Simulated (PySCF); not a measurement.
Start geometry of `[SnH4]` from GFN2-xTB (Å):
```
atom  x, y, z in Å
Sn1    0.0602   -0.0769    0.0121
H2    -0.0050   -0.0321    1.6318
H3     1.4801    0.0038   -0.5808
H4    -0.6801    1.3489   -0.5377
H5    -0.7804   -1.3542   -0.5874
```

**Question.** What comes out of this run: PBE0-D3(BJ)/def2-SVP geometry optimisation, gas phase, def2 core potentials past Kr (PySCF 2.14.0)?

**Answer.** 
```
atom  x, y, z in Å
Sn1    0.0148   -0.0219   -0.0123
H2     0.0146   -0.0514    1.6983
H3     1.6269   -0.0405   -0.5842
H4    -0.7660    1.3987   -0.5586
H5    -0.8155   -1.3953   -0.6053
```

The energy falls by 8.8 kcal/mol over 5 energy and gradient evaluations, the largest force component goes from 0.0613 to 9.4e-05 Eh/bohr, and the atoms move by 0.098 Å rms after alignment. The bond that changes most is Sn1–H3 (ends: tin bonded to 4 H; hydrogen on tin), which lengthens by 0.170 Å. Bonds longer at the end by more than 0.005 Å: 4 of 4; shorter: 0. Among the angles that change most is H3–Sn1–H4, from 103.5° to 109.4°. The orientation of the end geometry is arbitrary; only internal coordinates are fixed.

The run used 46 basis functions and 27 SCF cycles in all.

No PBE0-D3(BJ)/def2-SVP frequencies stand behind this structure, so it isn't proved a minimum.
